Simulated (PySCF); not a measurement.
Isomers of C7H8FN. Method used: PBE0-D3(BJ)/def2-SVP geometry optimisation, gas phase in PySCF. Energies are electronic, without zero-point or thermal terms, for one conformer each. No frequencies were run at this level. Point groups hold within 0.08 Å.

Problem. Rank from lowest to highest electronic energy at this level (kcal/mol).
A. `Fc1cc(C)c(N)cc1` (4-fluoro-2-methylaniline)
B. `[CH3:1][NH:2][c:3]1[cH:4][cH:5][c:6]([F:7])[cH:8][cH:9]1` with C1–N2–C3–C4 -12° (4-fluoro-N-methylaniline)
C. `[NH2:1][CH2:2][c:3]1[cH:4][cH:5][c:6]([F:7])[cH:8][cH:9]1` with H–N1–C2–C3 58° and -58°, N1–C2–C3–C4 89°
D. `[CH:1]#[C:2][C@@H:3]1[CH2:4][C@H:5]([F:6])[CH2:7][CH:8]=[N:9]1` with C2–C3–C4–C5 -172°, C3–C4–C5–F6 180°, C4–C5–C7–C8 -43°, C5–C7–C8–N9 14°
E. `[NH2:1][CH2:2][c:3]1[cH:4][cH:5][cH:6][cH:7][c:8]1[F:9]` with H–N1–C2–C3 -59° and 60°, N1–C2–C3–C4 -1°

Solution. A (0.0), B (8.1), E (8.1), C (9.6), D (68.2).

As drawn, the lowest has an aromatic ring and an N–H bond, which the highest lacks; the highest has a C≡C bond and a C=N bond, which the lowest lacks. Neighbours under 2.5 kcal/mol apart (CNc1ccc(F)cc1 and NCc1ccccc1F; NCc1ccccc1F and NCc1ccc(F)cc1) can change places with a better method, another conformer or zero-point energy.

```csv
SMILES,E (Eh),E rel (kcal/mol),dipole (D),point group,"A, B, C (MHz)"
Cc1cc(F)ccc1N,-425.38738,0.0,3.24,–,"3047, 1285, 909.8"
CNc1ccc(F)cc1,-425.37450,8.1,3.37,near Cs,"4834, 953.0, 801.1"
NCc1ccccc1F,-425.37440,8.1,1.92,Cs,"2477, 1467, 931.2"
NCc1ccc(F)cc1,-425.37205,9.6,0.38,Cs,"4504, 926.5, 820.5"
C#C[C@@H]1C[C@H](F)CC=N1,-425.27871,68.2,0.92,C1,"3072, 1138, 879.2"
```
